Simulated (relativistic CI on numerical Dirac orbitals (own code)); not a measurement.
# Level scheme of Os¹⁴⁺

These numbers are calculated, not measured: Dirac-Coulomb-Breit CI, orbitals from a KLI potential per configuration, model QED (radiative potential, 1s self-energy scaled to tabulated hydrogen-like ionisation energies), unscaled Slater integrals (own radial code, finite nucleus).

Configuration list (outside the closed core [Kr] 4d10): 4f14 5s2, 4f14 5s 5p, 4f13 5s2 5p, 4f14 5s 5d, 4f13 5s2 5d, 4f14 5s 5f, 4f14 5p 5d, 4f14 5s 5g, 4f14 5p2, 4f13 5p3, 4f13 5p2 5d, 4f14 5d2, 4f13 5p 5d2, 4f13 5d3. Double excitations out of closed p, d and f shells are left out; levels of such configurations are missing from the list, as are those of other unlisted configurations, and high levels can miss mixing partners.

```
No.  Configuration  Term  J   E (eV)    %                jj configuration (%)
  1       4f14 5s2    1S  0    0.000   99                         closed (99)
  2    4f13 5s2 5p    3D  3   17.058   64                  4f7/2^7 5p1/2 (99)
  3    4f13 5s2 5p    3G  4   17.525   46                  4f7/2^7 5p1/2 (99)
  4    4f13 5s2 5p    3G  3   19.865   78          4f5/2^5 4f7/2^8 5p1/2 (99)
  5    4f13 5s2 5p    3F  2   20.824   38          4f5/2^5 4f7/2^8 5p1/2 (99)
  6     4f14 5s 5p   3P°  0   31.094  100                      5s 5p1/2 (100)
  7     4f14 5s 5p   3P°  1   33.584   85                       5s 5p1/2 (95)
  8    4f13 5s2 5p    3G  5   33.868   99                  4f7/2^7 5p3/2 (99)
  9    4f13 5s2 5p    3D  2   34.299   54                  4f7/2^7 5p3/2 (90)
 10    4f13 5s2 5p    1F  3   35.133   44                  4f7/2^7 5p3/2 (98)
 11    4f13 5s2 5p    3D  1   35.718   99          4f5/2^5 4f7/2^8 5p3/2 (99)
 12    4f13 5s2 5p    3F  4   35.952   69                  4f7/2^7 5p3/2 (97)
 13    4f13 5s2 5p    3G  4   37.119   53          4f5/2^5 4f7/2^8 5p3/2 (98)
 14    4f13 5s2 5p    3F  2   38.115   61          4f5/2^5 4f7/2^8 5p3/2 (90)
 15    4f13 5s2 5p    3F  3   38.538   49          4f5/2^5 4f7/2^8 5p3/2 (98)
 16     4f14 5s 5p   3P°  2   48.151  100                      5s 5p3/2 (100)
 17     4f14 5s 5p   1P°  1   55.947   84                       5s 5p3/2 (94)
 18       4f14 5p2    3P  0   73.165   76                        5p1/2^2 (98)
 19       4f14 5p2    3P  1   87.389  100                   5p1/2 5p3/2 (100)
 20       4f14 5p2    1D  2   87.726   61                    5p1/2 5p3/2 (93)
 21    4f13 5s2 5d   3P°  2   92.235   80                  4f7/2^7 5d3/2 (91)
 22    4f13 5s2 5d   3H°  5   93.319   55                  4f7/2^7 5d3/2 (97)
 23    4f13 5s2 5d   3D°  3   94.168   47                  4f7/2^7 5d3/2 (97)
 24    4f13 5s2 5d   3G°  4   94.565   38                  4f7/2^7 5d3/2 (92)
 25    4f13 5s2 5d   3P°  1   95.165   79          4f5/2^5 4f7/2^8 5d3/2 (45)
 26    4f13 5s2 5d   3H°  6   95.852   99                  4f7/2^7 5d5/2 (99)
 27    4f13 5s2 5d   3H°  4   95.912   76          4f5/2^5 4f7/2^8 5d3/2 (87)
 28    4f13 5s2 5d   3D°  2   96.267   33                  4f7/2^7 5d5/2 (82)
 29    4f13 5s2 5d   1D°  2   96.683   61          4f5/2^5 4f7/2^8 5d3/2 (89)
 30    4f13 5s2 5d   3D°  3   97.232   44                  4f7/2^7 5d5/2 (73)
 31    4f13 5s2 5d   3P°  0   97.248   99          4f5/2^5 4f7/2^8 5d5/2 (99)
 32    4f13 5s2 5d   3F°  4   97.398   51                  4f7/2^7 5d5/2 (93)
 33    4f13 5s2 5d   3G°  5   97.590   73                  4f7/2^7 5d5/2 (93)
 34    4f13 5s2 5d   1F°  3   97.816   56          4f5/2^5 4f7/2^8 5d3/2 (77)
 35    4f13 5s2 5d   3D°  1   98.483   73          4f5/2^5 4f7/2^8 5d5/2 (68)
 36    4f13 5s2 5d   3H°  5   99.051   42          4f5/2^5 4f7/2^8 5d5/2 (94)
 37    4f13 5s2 5d   3D°  2   99.464   47          4f5/2^5 4f7/2^8 5d5/2 (97)
 38    4f13 5s2 5d   1P°  1  100.036   90                  4f7/2^7 5d5/2 (54)
 39    4f13 5s2 5d   3F°  3  100.161   41          4f5/2^5 4f7/2^8 5d5/2 (96)
 40    4f13 5s2 5d   3G°  4  100.386   54          4f5/2^5 4f7/2^8 5d5/2 (97)
 41       4f14 5p2    3P  2  103.158   63                        5p3/2^2 (83)
 42     4f14 5s 5d    3D  1  107.221  100                      5s 5d3/2 (100)
 43     4f14 5s 5d    3D  2  108.245   97                       5s 5d3/2 (67)
 44       4f14 5p2    1S  0  109.788   75                        5p3/2^2 (97)
 45     4f14 5s 5d    3D  3  110.081  100                      5s 5d5/2 (100)
 46  4f13 5p3(2P°)    3G  5  110.172   47                  4f7/2^7 5p3/2 (97)
 47  4f13 5p3(2P°)    3D  2  110.739   35                  4f7/2^7 5p3/2 (89)
 48  4f13 5p3(4S°)    3F  3  111.149   40                  4f7/2^7 5p3/2 (95)
 49  4f13 5p3(2P°)    3F  4  111.986   46                  4f7/2^7 5p3/2 (95)
 50  4f13 5p3(2P°)    3D  1  112.575   55          4f5/2^5 4f7/2^8 5p3/2 (97)
 51  4f13 5p3(2P°)    3G  4  113.877   25          4f5/2^5 4f7/2^8 5p3/2 (97)
 52  4f13 5p3(2P°)    3F  2  114.579   54          4f5/2^5 4f7/2^8 5p3/2 (87)
 53  4f13 5p3(2P°)    3F  3  115.009   34          4f5/2^5 4f7/2^8 5p3/2 (94)
 54     4f14 5s 5d    1D  2  116.827   78                       5s 5d5/2 (60)
 55  4f13 5p3(4S°)    5F  5  124.904   53          4f7/2^7 5p1/2 5p3/2^2 (98)
 56  4f13 5p3(2D°)    3F  4  125.526   42          4f7/2^7 5p1/2 5p3/2^2 (96)
 57  4f13 5p3(4S°)    3F  2  125.804   58          4f7/2^7 5p1/2 5p3/2^2 (97)
 58  4f13 5p3(4S°)    3F  3  126.080   39          4f7/2^7 5p1/2 5p3/2^2 (93)
 59  4f13 5p3(4S°)    5F  1  127.612   55  4f5/2^5 4f7/2^8 5p1/2 5p3/2^2 (97)
 60  4f13 5p3(2D°)    3F  2  127.652   44  4f5/2^5 4f7/2^8 5p1/2 5p3/2^2 (93)
 61  4f13 5p3(2D°)    3G  5  127.722   69          4f7/2^7 5p1/2 5p3/2^2 (98)
 62  4f13 5p3(2D°)    3F  4  127.744   55          4f7/2^7 5p1/2 5p3/2^2 (82)
 63  4f13 5p3(2D°)    3H  6  127.869  100         4f7/2^7 5p1/2 5p3/2^2 (100)
 64  4f13 5p3(2D°)    3G  3  127.919   46  4f5/2^5 4f7/2^8 5p1/2 5p3/2^2 (52)
 65  4f13 5p3(2D°)    1P  1  128.087   59          4f7/2^7 5p1/2 5p3/2^2 (98)
 66  4f13 5p3(2D°)    3D  3  128.552   37          4f7/2^7 5p1/2 5p3/2^2 (52)
 67  4f13 5p3(2D°)    1D  2  128.713   54          4f7/2^7 5p1/2 5p3/2^2 (92)
 68  4f13 5p3(4S°)    3F  4  128.785   44  4f5/2^5 4f7/2^8 5p1/2 5p3/2^2 (86)
 69  4f13 5p3(2D°)    3H  5  130.630   53  4f5/2^5 4f7/2^8 5p1/2 5p3/2^2 (99)
 70  4f13 5p3(2D°)    3F  3  130.730   45  4f5/2^5 4f7/2^8 5p1/2 5p3/2^2 (79)
```

Energies count from the lowest computed level; ° marks odd parity. Percentages are summed over parent terms; the parents shown are those of the largest component, closed shells are left out there. Filled j subshells are mostly left out of the jj labels.

The mean weight of the leading LS term, summed over parents, in these 70 levels is 63 %, and that of the leading jj configuration (from the same eigenvectors) 90 %, so jj coupling describes them better and the LS labels are nominal.

At this charge transitions that keep the count of f electrons are usually good to a few per cent. Levels and lines within the n = 5 or 6 shells can be off by up to 10 % or somewhat more, and those that change n by about 2 %, since core polarisation is missing. Levels that differ in their count of f electrons can be misplaced by several ten thousand cm⁻¹, since the correlation energy of f electrons is missing or only estimated; rates across such gaps can be off by orders of magnitude.

LS names give the leading component of a level, which can be under half, so a name can repeat, a term be missing and a line seem to break the LS rules.
